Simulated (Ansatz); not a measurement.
Ansatz (a first-principles code) input file for Hf(F)3(OH)(OH2) (F₃H₃HfO₂), SMILES [Hf]([F])([OH])(<-[OH2])([F])[F], multiplicity 1, B3LYP-D3(BJ)/def2-SVP. 

Ansatz 0.2 input:
```yaml
crystal:
  periodic: [false, false, false]
  atoms:
    - {symbol: Hf, position_ang: [0.06030651, 0.03317830, -0.13354579]}
    - {symbol: F, position_ang: [1.34089869, -1.09855699, 0.58831484]}
    - {symbol: F, position_ang: [-1.60144264, -0.19228460, -0.92789580]}
    - {symbol: F, position_ang: [-0.18454319, 1.37054464, 1.14482936]}
    - {symbol: O, position_ang: [1.15857082, 0.70831425, -1.47240734]}
    - {symbol: H, position_ang: [2.09446063, 0.50501580, -1.35783854]}
    - {symbol: O, position_ang: [-1.13571304, -1.00693870, 1.47512622]}
    - {symbol: H, position_ang: [-1.95649392, -0.48754436, 1.42867335]}
    - {symbol: H, position_ang: [-0.65711331, -0.73464074, 2.27547535]}
basis:
  gaussian:
    orbitals: def2-SVP
hamiltonian:
  xc: b3lyp
  dispersion: d3bj
relax: {f_tol: 0.002, max_steps: 200}
```

Log of the run:

```
WARN ansatz: RAYON_NUM_THREADS=1 ignored (pool sized by the plan → 1); use --threads N
Functional definition: B3LYP
integrals: 0.08 GiB planned
1198 factors; integrals over basis functions are off by at most 3.2e-4 eV
mean field: 0.55 GiB planned
mean field evaluation 1: about -13586.5822 eV, gradient 9.0e1 eV
mean field evaluation 2: about -13551.6812 eV, gradient 1.7e2 eV
mean field evaluation 4: about -13599.5567 eV, gradient 8.4e0 eV
mean field evaluation 8: about -13599.7184 eV, gradient 2.1e-1 eV
mean field evaluation 16: about -13599.7185 eV, gradient 2.5e-5 eV
mean field -13599.71852074 eV, -499.7804374168 hartree, gradient 2.5e-5 eV, S^2 0.000000; 0 other end points of the search recorded, 0 dependent functions left out
the calculation of the forces begins
reference -13599.71884120 eV, -499.7804491936 hartree; 29, 29 occupied and 88, 88 virtual orbitals, 1198 factors
relax step   1: F+E_penalty+E_count = -13599.99932416 eV  Δ(F+E_penalty+E_count) = +0.000e0 eV  max|allowed force component| = 2.724e0 eV/Å  Δτ_max = 0.0000 Å  (28 SCF iters, accepted)
these checks for a lower state are left out or cut short: starts, cluster_reference, orbital_swaps, neighbouring_geometries, increment
integrals: 0.08 GiB planned
1198 factors; integrals over basis functions are off by at most 4.5e-4 eV
mean field: 0.55 GiB planned
[...]
these checks for a lower state are left out or cut short: starts, cluster_reference, orbital_swaps, neighbouring_geometries, increment
integrals: 0.08 GiB planned
1198 factors; integrals over basis functions are off by at most 2.7e-4 eV
mean field: 0.54 GiB planned
mean field -13600.74614322 eV, -499.8182018464 hartree, gradient 1.0e-5 eV, S^2 0.000000; 0 other end points of the search recorded, 0 dependent functions left out
the calculation of the forces begins
reference -13600.74647476 eV, -499.8182140302 hartree; 29, 29 occupied and 88, 88 virtual orbitals, 1198 factors
relax step  15: F+E_penalty+E_count = -13601.00728424 eV  Δ(F+E_penalty+E_count) = -2.562e-3 eV  max|allowed force component| = 1.748e-1 eV/Å  Δτ_max = 0.0447 Å  (30 SCF iters, accepted)
these checks for a lower state are left out or cut short: starts, cluster_reference, orbital_swaps, neighbouring_geometries, increment
integrals: 0.08 GiB planned
1198 factors; integrals over basis functions are off by at most 2.7e-4 eV
mean field: 0.54 GiB planned
mean field -13600.74995738 eV, -499.8183420142 hartree, gradient 1.2e-5 eV, S^2 0.000000; 0 other end points of the search recorded, 0 dependent functions left out
the calculation of the forces begins
reference -13600.75028874 eV, -499.8183541916 hartree; 29, 29 occupied and 88, 88 virtual orbitals, 1198 factors
relax step  16: F+E_penalty+E_count = -13601.01215502 eV  Δ(F+E_penalty+E_count) = -4.871e-3 eV  max|allowed force component| = 1.158e-1 eV/Å  Δτ_max = 0.1884 Å  (29 SCF iters, accepted)
these checks for a lower state are left out or cut short: starts, cluster_reference, orbital_swaps, neighbouring_geometries, increment
integrals: 0.08 GiB planned
1198 factors; integrals over basis functions are off by at most 2.7e-4 eV
mean field: 0.54 GiB planned
mean field evaluation 128: about -13600.7269 eV, gradient 4.2e-1 eV
mean field -13600.72779852 eV, -499.8175276914 hartree, gradient 1.2e-5 eV, S^2 0.000000; 0 other end points of the search recorded, 0 dependent functions left out
the calculation of the forces begins
reference -13600.72812942 eV, -499.8175398516 hartree; 29, 29 occupied and 88, 88 virtual orbitals, 1198 factors
relax step  17: F+E_penalty+E_count = -13600.98999303 eV  Δ(F+E_penalty+E_count) = +2.216e-2 eV  max|allowed force component| = 1.054e0 eV/Å  Δτ_max = 0.1952 Å  (29 SCF iters, rejected (line search))
these checks for a lower state are left out or cut short: starts, cluster_reference, orbital_swaps, neighbouring_geometries, increment
integrals: 0.08 GiB planned
1198 factors; integrals over basis functions are off by at most 2.7e-4 eV
mean field: 0.54 GiB planned
mean field -13600.75361294 eV, -499.8184763538 hartree, gradient 1.0e-5 eV, S^2 0.000000; 0 other end points of the search recorded, 0 dependent functions left out
the calculation of the forces begins
reference -13600.75394413 eV, -499.8184885245 hartree; 29, 29 occupied and 88, 88 virtual orbitals, 1198 factors
relax step  18: F+E_penalty+E_count = -13601.01566532 eV  Δ(F+E_penalty+E_count) = -3.510e-3 eV  max|allowed force component| = 1.928e-1 eV/Å  Δτ_max = 0.0974 Å  (29 SCF iters, accepted)
these checks for a lower state are left out or cut short: starts, cluster_reference, orbital_swaps, neighbouring_geometries, increment
integrals: 0.08 GiB planned
1198 factors; integrals over basis functions are off by at most 2.7e-4 eV
mean field: 0.54 GiB planned
mean field -13600.75497687 eV, -499.8185264770 hartree, gradient 1.1e-5 eV, S^2 0.000000; 0 other end points of the search recorded, 0 dependent functions left out
the calculation of the forces begins
reference -13600.75530778 eV, -499.8185386378 hartree; 29, 29 occupied and 88, 88 virtual orbitals, 1198 factors
relax step  19: F+E_penalty+E_count = -13601.01710971 eV  Δ(F+E_penalty+E_count) = -1.444e-3 eV  max|allowed force component| = 3.765e-1 eV/Å  Δτ_max = 0.0992 Å  (30 SCF iters, accepted)
these checks for a lower state are left out or cut short: starts, cluster_reference, orbital_swaps, neighbouring_geometries, increment
integrals: 0.08 GiB planned
1198 factors; integrals over basis functions are off by at most 2.7e-4 eV
mean field: 0.54 GiB planned
mean field -13600.75668462 eV, -499.8185892356 hartree, gradient 1.1e-5 eV, S^2 0.000000; 0 other end points of the search recorded, 0 dependent functions left out
the calculation of the forces begins
reference -13600.75701543 eV, -499.8186013927 hartree; 29, 29 occupied and 88, 88 virtual orbitals, 1198 factors
relax step  20: F+E_penalty+E_count = -13601.01903428 eV  Δ(F+E_penalty+E_count) = -1.925e-3 eV  max|allowed force component| = 1.805e-1 eV/Å  Δτ_max = 0.0450 Å  (30 SCF iters, accepted)
these checks for a lower state are left out or cut short: starts, cluster_reference, orbital_swaps, neighbouring_geometries, increment
integrals: 0.08 GiB planned
1198 factors; integrals over basis functions are off by at most 2.7e-4 eV
mean field: 0.54 GiB planned
mean field evaluation 160: about -13600.7583 eV, gradient 1.1e-5 eV
mean field -13600.75830138 eV, -499.8186486505 hartree, gradient 1.1e-5 eV, S^2 0.000000; 0 other end points of the search recorded, 0 dependent functions left out
the calculation of the forces begins
reference -13600.75863207 eV, -499.8186608034 hartree; 29, 29 occupied and 88, 88 virtual orbitals, 1198 factors
relax step  21: F+E_penalty+E_count = -13601.02094588 eV  Δ(F+E_penalty+E_count) = -1.912e-3 eV  max|allowed force component| = 6.510e-3 eV/Å  Δτ_max = 0.0623 Å  (30 SCF iters, accepted)
these checks for a lower state are left out or cut short: starts, cluster_reference, orbital_swaps, neighbouring_geometries, increment
integrals: 0.08 GiB planned
1198 factors; integrals over basis functions are off by at most 2.7e-4 eV
mean field: 0.54 GiB planned
mean field -13600.75862609 eV, -499.8186605836 hartree, gradient 1.1e-5 eV, S^2 0.000000; 0 other end points of the search recorded, 0 dependent functions left out
the calculation of the forces begins
reference -13600.75895673 eV, -499.8186727344 hartree; 29, 29 occupied and 88, 88 virtual orbitals, 1198 factors
relax step  22: F+E_penalty+E_count = -13601.02130828 eV  Δ(F+E_penalty+E_count) = -3.624e-4 eV  max|allowed force component| = 4.173e-2 eV/Å  Δτ_max = 0.0524 Å  (30 SCF iters, accepted)
these checks for a lower state are left out or cut short: starts, cluster_reference, orbital_swaps, neighbouring_geometries, increment
integrals: 0.08 GiB planned
1198 factors; integrals over basis functions are off by at most 2.7e-4 eV
mean field: 0.54 GiB planned
mean field -13600.75862799 eV, -499.8186606532 hartree, gradient 1.1e-5 eV, S^2 0.000000; 0 other end points of the search recorded, 0 dependent functions left out
the calculation of the forces begins
reference -13600.75895872 eV, -499.8186728075 hartree; 29, 29 occupied and 88, 88 virtual orbitals, 1198 factors
relax step  23: F+E_penalty+E_count = -13601.02137650 eV  Δ(F+E_penalty+E_count) = -6.823e-5 eV  max|allowed force component| = 2.700e-2 eV/Å  Δτ_max = 0.0189 Å  (30 SCF iters, accepted)
these checks for a lower state are left out or cut short: starts, cluster_reference, orbital_swaps, neighbouring_geometries, increment
integrals: 0.08 GiB planned
1198 factors; integrals over basis functions are off by at most 2.7e-4 eV
mean field: 0.54 GiB planned
mean field -13600.75871063 eV, -499.8186636904 hartree, gradient 1.1e-5 eV, S^2 0.000000; 0 other end points of the search recorded, 0 dependent functions left out
the calculation of the forces begins
reference -13600.75904126 eV, -499.8186758409 hartree; 29, 29 occupied and 88, 88 virtual orbitals, 1198 factors
relax step  24: F+E_penalty+E_count = -13601.02145895 eV  Δ(F+E_penalty+E_count) = -8.245e-5 eV  max|allowed force component| = 6.675e-3 eV/Å  Δτ_max = 0.0039 Å  (32 SCF iters, accepted)
these checks for a lower state are left out or cut short: starts, cluster_reference, orbital_swaps, neighbouring_geometries, increment
integrals: 0.08 GiB planned
1198 factors; integrals over basis functions are off by at most 2.7e-4 eV
mean field: 0.54 GiB planned
mean field -13600.75874215 eV, -499.8186648486 hartree, gradient 6.9e-6 eV, S^2 0.000000; 0 other end points of the search recorded, 0 dependent functions left out
the calculation of the forces begins
reference -13600.75907280 eV, -499.8186769998 hartree; 29, 29 occupied and 88, 88 virtual orbitals, 1198 factors
relax step  25: F+E_penalty+E_count = -13601.02145900 eV  Δ(F+E_penalty+E_count) = -5.506e-8 eV  max|allowed force component| = 6.157e-3 eV/Å  Δτ_max = 0.0028 Å  (24 SCF iters, accepted)
these checks for a lower state are left out or cut short: starts, cluster_reference, orbital_swaps, neighbouring_geometries, increment
integrals: 0.08 GiB planned
1198 factors; integrals over basis functions are off by at most 2.7e-4 eV
mean field: 0.54 GiB planned
mean field evaluation 192: about -13600.7587 eV, gradient 1.6e-5 eV
mean field -13600.75872700 eV, -499.8186642919 hartree, gradient 1.6e-5 eV, S^2 0.000000; 0 other end points of the search recorded, 0 dependent functions left out
the calculation of the forces begins
reference -13600.75905764 eV, -499.8186764427 hartree; 29, 29 occupied and 88, 88 virtual orbitals, 1198 factors
relax step  26: F+E_penalty+E_count = -13601.02146364 eV  Δ(F+E_penalty+E_count) = -4.632e-6 eV  max|allowed force component| = 1.748e-3 eV/Å  Δτ_max = 0.0020 Å  (24 SCF iters, accepted)
integrals: 0.08 GiB planned
1198 factors; integrals over basis functions are off by at most 2.7e-4 eV
mean field: 0.54 GiB planned
mean field -13600.75872700 eV, -499.8186642919 hartree, gradient 1.6e-5 eV, S^2 0.000000; 1 other end points of the search recorded, 0 dependent functions left out
the calculation of the forces begins
reference -13600.75905764 eV, -499.8186764427 hartree; 29, 29 occupied and 88, 88 virtual orbitals, 1198 factors
Total energy: -13601.02179428 eV, -499.8283318359 hartree
Atom 0 at     0.091084     0.008941    -0.121637 Å, force     0.001748     0.001189    -0.000215 eV/Å
Atom 1 at     1.062621    -1.426479     0.765391 Å, force    -0.000035     0.000384    -0.000257 eV/Å
Atom 2 at    -1.285837    -0.580103    -1.336177 Å, force    -0.000209    -0.000317    -0.000659 eV/Å
Atom 3 at    -0.355582     1.603808     0.901953 Å, force     0.000251    -0.000214     0.000105 eV/Å
Atom 4 at     1.448821     0.697239    -1.296317 Å, force    -0.001031    -0.000951     0.001179 eV/Å
Atom 5 at     2.155074     1.051456    -1.836158 Å, force    -0.000182     0.000119    -0.000377 eV/Å
Atom 6 at    -1.363546    -0.750050     1.600561 Å, force    -0.000848     0.000020    -0.000199 eV/Å
Atom 7 at    -1.648668    -0.046802     2.203415 Å, force     0.000154    -0.000016     0.000038 eV/Å
Atom 8 at    -0.985036    -1.460921     2.139702 Å, force     0.000152    -0.000215     0.000384 eV/Å
Dipole moment:    -0.006299    -0.027831     0.543014 e Å
```

Self-consistency was reached.
